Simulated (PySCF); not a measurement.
# Unknown compound

Molecular formula: C4H5ClO2Si. Simulated spectra:

1H NMR (600 MHz, computed): δ 4.17 (s, 3H), 3.27 (s, 2H).

13C{1H} NMR (computed): δ 233.4 (C), 214.9 (C), 56.9 (C), 53.8 (CH2).

PySCF calculation with geometry from GFN2-xTB and NMR shieldings at PBE0/pcSseg-1/GIAO; averaged over atoms made equivalent by symmetry, fast rotation or ring inversion, one conformer, non-relativistic Hamiltonian, isolated molecule.

Scale: TMS for 1H (31.72 ppm) and 13C (186.93 ppm) (reference shieldings calculated alike).

Which of these isomers gave the spectra?
A. O=C1OCC=C1[SiH2]Cl
B. C#C[Si@H](O)O/C=C\Cl
C. O=C=C(Cl)CC(=O)[SiH3]

Answers

C. 

The formula gives 3 degrees of unsaturation (no ring in the answer). 4 carbon signals for 4 carbons: no two carbons are equivalent. Carbon types of the structure: 3 × C, 1 × CH2, leaving 3 H on heteroatoms. δC 233.4: carbonyl carbon. δC 214.9: central carbon of a ketene. δC 56.9: terminal carbon of a ketene. δC 53.8: sp3 CH2 α to a carbonyl; the adjacent C=O deshields it moderately. δH 4.17: hydrogen on a silicon bonded to C.

The others: O=C1OCC=C1[SiH2]Cl would give 3 signals for carbon-bound and other non-exchanging H, not 2; C#C[Si@H](O)O/C=C\Cl would give 4 signals for carbon-bound and other non-exchanging H, not 2.

Carbons that carry Cl, above all several Cl atoms, come out too deshielded, partly because spin–orbit coupling is missing. Shifts are as computed. Against solution values, carbons near 30 ppm lie about +3 ppm off and those near 130 ppm about +5 ppm; carbons on Cl a further +6 ppm. Of 1211 compounds with measured shifts, 218 miss one by over three times the rms of a fit or turn the order of signals round; such compounds aren't used in these exercises. No couplings were computed; multiplicities are counted from neighbouring protons, with m where these are inequivalent, close in shift, in a saturated or five-membered ring or joined by F or P, and br s for small geminal =CH2 splittings.
